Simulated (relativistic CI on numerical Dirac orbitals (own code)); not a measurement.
## V2+ in a cubic cluster: 1s photoemission with charge transfer

Computed with a charge-transfer multiplet model of a cubic metal-ligand cluster with up to 2 ligand holes, Slater and spin-orbit integrals from Dirac-Coulomb-Breit ions, Slater integrals scaled by 0.7. The ground state mixes d3 with configurations of k ligand holes L, whose averages lie at kΔ + k(k − 1)U_dd/2; a core hole lowers each added d electron by U_cd. 300 K, Lorentzian 1.1 eV and Gaussian 0.6 eV FWHM.

Atomic integrals in eV (Slater integrals scaled, ζ unscaled), ground: F2dd 6.242, F4dd 3.880, zeta_d 0.019; with the core hole: F2dd 7.561, F4dd 4.734, zeta_d 0.034, G2cd 0.033.

Cluster parameters (eV): Δ = 7.1, U_dd = 6.2, U_cd = 6.8, 10Dq = 0.35, 10Dq(ligand) = 1.2, final-state hopping factor = 0.9.

| Case | n_d | d3 | d4L | d5L2 | S |
| --- | --- | --- | --- | --- | --- |
| V(eg) = 2.1 eV, V(t2g) = -1.11 eV | 3.29 | 0.73 | 0.26 | 0.02 | 1.50 |
| V(eg) = 2.7 eV, V(t2g) = -1.43 eV | 3.39 | 0.65 | 0.32 | 0.03 | 1.50 |
| V(eg) = 3.3 eV, V(t2g) = -1.75 eV | 3.47 | 0.58 | 0.37 | 0.05 | 1.50 |

Weights, n_d and S are thermal averages at 300 K. Binding energies count from the first peak over 30 % of the highest in each spectrum, which can be another peak from case to case. The parameters are a model scan and need not match a compound or its usual spin state. Peaks in eV (height, largest 100):
- V(eg) = 2.1 eV, V(t2g) = -1.11 eV: 0.0 (100), 4.3 (10), 7.8 (20)
- V(eg) = 2.7 eV, V(t2g) = -1.43 eV: 0.0 (100), 5.3 (5), 9.6 (14)
- V(eg) = 3.3 eV, V(t2g) = -1.75 eV: 0.0 (100), 11.6 (10)

Curve for V(eg) = 3.3 eV, V(t2g) = -1.75 eV (points under 2 left out, the grid thinned):

| E (eV) | Intensity |
| --- | --- |
| -3.3 | 3.2 |
| -3.0 | 3.8 |
| -2.7 | 4.7 |
| -2.4 | 5.9 |
| -2.2 | 6.9 |
| -1.9 | 9.1 |
| -1.6 | 12.6 |
| -1.3 | 18.3 |
| -1.0 | 28.3 |
| -0.7 | 46.1 |
| -0.4 | 73.0 |
| -0.1 | 96.9 |
| 0.1 | 99.6 |
| 0.4 | 80.6 |
| 0.7 | 52.6 |
| 1.0 | 32.1 |
| 1.3 | 20.4 |
| 1.6 | 13.8 |
| 1.9 | 9.9 |
| 2.1 | 8.2 |
| 2.4 | 6.3 |
| 2.7 | 5.0 |
| 3.0 | 4.1 |
| 3.3 | 3.4 |
| 3.6 | 2.9 |
| 3.9 | 2.5 |
| 4.1 | 2.3 |
| 4.4 | 2.1 |
| 5.6 | 2.2 |
| 5.9 | 2.6 |
| 6.2 | 3.0 |
| 6.5 | 3.0 |
| 6.8 | 2.5 |
| 7.0 | 2.1 |
| 10.1 | 2.4 |
| 10.4 | 3.5 |
| 10.7 | 5.2 |
| 11.0 | 7.3 |
| 11.3 | 9.2 |
| 11.6 | 9.8 |
| 11.9 | 8.5 |
| 12.1 | 7.0 |
| 12.4 | 4.6 |
| 12.7 | 3.0 |
| 13.0 | 2.1 |

For the case V(eg) = 2.7 eV, V(t2g) = -1.43 eV, Δ = 7.1 eV is larger than U_dd = 6.2 eV, the Mott-Hubbard side of the Zaanen-Sawatzky-Allen scheme. With the core hole the average of the configuration with one ligand hole lies at Δ − U_cd = 0.3 eV before mixing: the effective hopping of about 5.1 eV (from the holes of the mixed ground state) is comparable with this gap or larger, so the configurations mix strongly.
